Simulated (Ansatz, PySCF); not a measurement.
Reaction (SMILES): O=C=N[SiH2]N=C=O [diisocyanatosilane] + 10 [H][H] (H2) → 2 C (CH4) + 2 N (NH3) + 2 O (H2O) + [SiH4] (SiH4)
Each molecule is optimised on its own at B3LYP-D3(BJ)/def2-TZVP (Ansatz, a program for electronic structure), one conformer each, not searched for the lowest. Frequencies are from Ansatz or PySCF.

Quantity: energy of full hydrogenation (0 K, with B3LYP-D3(BJ) harmonic zero-point energies), in kcal/mol. Valence correlation only, unless marked. No spin-orbit coupling. Non-relativistic unless marked X2C. CBS marks a two-point X^-3 extrapolation of the correlation energy; Hartree-Fock from the larger set.

```
level                                        program  energy of full hydrogenation (kcal/mol)
------------------------------------  --------------  ---------------------------------------
r2SCAN-D3(BJ)/def2-TZVPD              Ansatz + dftd3                                    -54.5
BHLYP-D4/def2-TZVPD                   Ansatz + dftd4                                    -72.6
CCSD/cc-pV(T+d)Z                              Ansatz                                      ___
X2C-CCSD(T)/cc-pVTZ-DK                        Ansatz                                      ___
CCSD(T)/CBS(cc-pV(T+d)Z,cc-pV(Q+d)Z)          Ansatz                                    -69.3
```

### Question
What belongs in the gaps?

### Answer

- CCSD/cc-pV(T+d)Z, energy of full hydrogenation (kcal/mol): -74.2
- X2C-CCSD(T)/cc-pVTZ-DK, energy of full hydrogenation (kcal/mol): -66.4
